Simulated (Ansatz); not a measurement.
`[CH3][SnH2][SiH2]N` at its PBE0-D4/def2-TZVP geometry, where that method's forces vanish. Charge 0, multiplicity 1. Sn: def2 effective core potential.

```tsv
atom	x (Å)	y (Å)	z (Å)
C1	1.130	0.182	-1.923
Sn2	0.400	-1.194	-0.439
Si3	-1.299	-0.049	1.130
N4	-0.709	1.337	1.979
H5	1.591	1.043	-1.438
H6	0.307	0.527	-2.549
H7	1.873	-0.308	-2.552
H8	1.754	-1.764	0.451
H9	-0.269	-2.550	-1.251
H10	-2.460	0.404	0.316
H11	-1.767	-1.038	2.139
H12	-0.565	2.193	1.467
H13	0.015	1.217	2.671
```

(1) For each bond, give half the difference of the two atoms' forces along it (eV/Å; positive pushes the atoms apart) under PBE-D4, r2SCAN-D4, B3LYP-D4, ωB97M-V in def2-TZVPP. (Estimate.)

Answers

(1) Computed: 
```csv
bond,length (Å),PBE-D4,r2SCAN-D4,B3LYP-D4,ωB97M-V
C1–Sn2,2.151,0.09,0.09,0.23,0.02
C1–H5,1.090,0.09,-0.02,-0.08,-0.03
C1–H6,1.090,0.09,-0.03,-0.08,-0.04
C1–H7,1.090,0.08,-0.04,-0.09,-0.05
Sn2–Si3,2.580,-0.13,-0.02,0.04,-0.02
Sn2–H8,1.718,0.09,-0.01,0.00,-0.06
Sn2–H9,1.716,0.09,-0.01,0.00,-0.06
Si3–N4,1.729,0.10,0.01,0.10,0.11
Si3–H10,1.489,0.07,-0.02,-0.11,-0.13
Si3–H11,1.488,0.07,-0.02,-0.12,-0.14
N4–H12,1.008,0.21,0.02,-0.01,-0.02
N4–H13,1.008,0.21,0.02,-0.01,-0.03
```

B3LYP here is the variant with VWN-RPA as its local correlation; programs differ in this.
